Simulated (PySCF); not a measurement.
C2H6O2Si, SMILES O[SiH]1COC1. Geometry optimised at PBE0-D3(BJ)/def2-SVP. The structure was generated by enumeration, and PubChem lists no compound with its InChIKey, so it may never have been made. One conformer was computed; it need not be the lowest.

Method: PySCF with PBE0-D3(BJ)/def2-SVP.

Harmonic wavenumbers (cm⁻¹): 87, 121, 263, 265, 448, 598, 693, 701, 773, 825, 852, 857, 932, 991, 1073, 1165, 1196, 1224, 1260, 1444, 1469, 2207, 3022, 3029, 3122, 3123, 3951. Rotational constants (GHz): 8.737, 3.040, 2.599; symmetry number 1.

**Question.** Work out the zero-point energy and the ideal-gas rigid-rotor harmonic-oscillator thermochemistry at 298.15 K and 1 atm.

**Answer.** ZPE = ½ Σ hcν = ½ × 35690 cm⁻¹ = 51.02 kcal/mol. H − E(el) = 55.60 kcal/mol. Entropy in cal/(mol K): translation 39.41, rotation 25.95, vibration 13.19, total 78.55. G − E(el) = 32.18 kcal/mol. Cp = 23.95 cal/(mol K). Modes under 150 cm⁻¹ make the vibrational entropy uncertain.
